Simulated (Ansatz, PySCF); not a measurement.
Si(F)2(OH)(SiH3) (F2H4OSi2), SMILES F[Si]([SiH3])(O)F. Atoms are numbered in the order given.

```xyz
9

O     -1.5411    -0.9900     0.0000
Si     0.0001    -0.4216     0.0000
F      0.8059    -1.0052     1.2816
F      0.8059    -1.0052    -1.2816
Si    -0.0275     1.9053     0.0000
H     -1.6993    -1.9430     0.0000
H     -0.7341     2.3878    -1.2194
H      1.3742     2.4102     0.0000
H     -0.7341     2.3878     1.2194
```
Charge 0, spin multiplicity 1.

Geometry optimised at B3LYP-D3(BJ)/def2-SVP. This is a generated structure with no PubChem entry under its InChIKey; it may be hypothetical. Other conformers were not sampled.

Vertical ionisation energy (IE) and electron affinity (EA) in eV. Rows of orbital energies are one-electron estimates. Where ΔSCF, EOM or ADC give a negative EA the extra electron is unbound and the value depends on the basis.

```
level                                                                        IE     EA
------------------------------------------------------------------------  -----  -----
−ε(HOMO), −ε(LUMO), HF/def2-TZVP (PySCF)                                  12.22  -3.06
−ε(HOMO), −ε(LUMO), PBE/def2-TZVP (PySCF)                                  7.86   1.00
ΔSCF, CAM-B3LYP/def2-SVPD (Ansatz), final states of multiplicity 2 and 2  11.60  -1.15
ΔSCF, PBE/def2-SVPD (Ansatz), final states of multiplicity 2 and 2        11.08  -0.85
```

What vertical singlet–triplet gap does ΔSCF give with CAM-B3LYP/def2-SVPD (Ansatz, an electronic-structure program) and with PBE/def2-SVPD (Ansatz)? (Estimate from the structure and the level; the computed values follow.)

7.02 and 6.47 eV (triplet above singlet where positive).
